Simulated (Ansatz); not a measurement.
Mulliken charges of Cl2H2HfS2 (`[SH][Hf]([SH])([Cl])[Cl]`) from PBE/def2-TZVPP in Ansatz (PBE0-D4/def2-TZVP geometry).

| atom | x (Å) | y (Å) | z (Å) | charge (e) |
| --- | --- | --- | --- | --- |
| S1 | 0.147 | 1.846 | 1.452 | -0.242 |
| Hf2 | 0.173 | 0.218 | -0.327 | 0.645 |
| S3 | 0.418 | -1.911 | 0.794 | -0.254 |
| Cl4 | 1.998 | 0.625 | -1.709 | -0.200 |
| Cl5 | -1.837 | 0.225 | -1.506 | -0.205 |
| H6 | -1.157 | 1.572 | 1.665 | 0.132 |
| H7 | 0.258 | -2.575 | -0.370 | 0.123 |

Question: By hand: the dipole of these point charges (1 e Å = 4.8032 D).

Answer: Σ q r = (-0.174, -0.101, 0.061) e Å, of length 0.210 e Å = 1.01 D.

Question: How does the dipole of the full density compare? (An estimate is asked.)

Answer: Ansatz gave: (-0.140, -0.055, 0.005) e Å, 0.72 D; the point charges give 1.40 times that, at 17° from its direction.

Point charges leave out the atoms' own dipoles, such as those of lone pairs, and Mulliken's split depends on the basis, so the two needn't agree.
